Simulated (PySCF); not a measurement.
MoO2Cl, SMILES [O]=[Mo+](=[O])[Cl], charge +1, multiplicity 1.

Geometry optimised at PBE0-D3(BJ)/def2-SVP. The multiplicity is an assumed one; other spin states were not compared. The isomer is the one that the SMILES or the coordinates give; other isomers of the formula were not compared. The def2 effective core potentials stand for the cores of Mo; spin–orbit coupling is left out.

The numbers are results of PBE0-D3(BJ)/def2-SVP (PySCF), not measurements.

Frequencies are harmonic and unscaled.

```
mode  ν (cm⁻¹)  IR (km/mol)  moving atoms (share of kinetic energy)
----  --------  -----------  --------------------------------------
1          218         17.5                O 61 %, Mo 22 %, Cl 17 %
2          218          0.5                O 67 %, Cl 22 %, Mo 11 %
3          399         10.3                 O 77 %, Cl 14 %, Mo 9 %
4          484         40.8                Cl 57 %, Mo 30 %, O 12 %
5         1082        129.6                         O 82 %, Mo 18 %
6         1125         83.5                         O 88 %, Mo 12 %
```
